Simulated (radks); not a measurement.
The selenium anion Se2-, [Kr], held by a Watson sphere: a shell of charge +2.41 at radius R that stands for the Madelung well of a crystal (potential energy -2.41/R inside, -2.41/r outside, in hartree with lengths in bohr). Calculated with a radial shooting solver on a logarithmic mesh with Libxc functionals: scalar-relativistic Kohn-Sham, LDA (Slater exchange, Perdew-Wang correlation), spin-polarised, spherical densities, point nucleus. Response by self-consistent Sternheimer equations with the Hartree and adiabatic LDA kernel, the relativistic mass of each level held fixed and spin-orbit coupling left out. The sphere does not respond.

R (bohr),e(3d) (eV),e(4s) (eV),e(4p) (eV),<r> 4p (bohr),sum of <r^2> (bohr^2),X-ray form factor at sin(theta)/lambda = 0.1 1/angstrom,alpha (bohr^3)
2.25,-55.302,-22.150,-11.609,2.235,50.87,32.804,25.44
2.83,-53.973,-20.069,-10.067,2.396,56.82,32.538,35.81
2.9,-53.843,-19.849,-9.885,2.414,57.52,32.509,37.31
3.99,-52.087,-17.150,-7.398,2.653,67.60,32.157,68.57
4.6,-51.265,-16.081,-6.307,2.759,72.73,32.024,93.71
4.65,-51.202,-16.004,-6.226,2.767,73.14,32.014,96.07
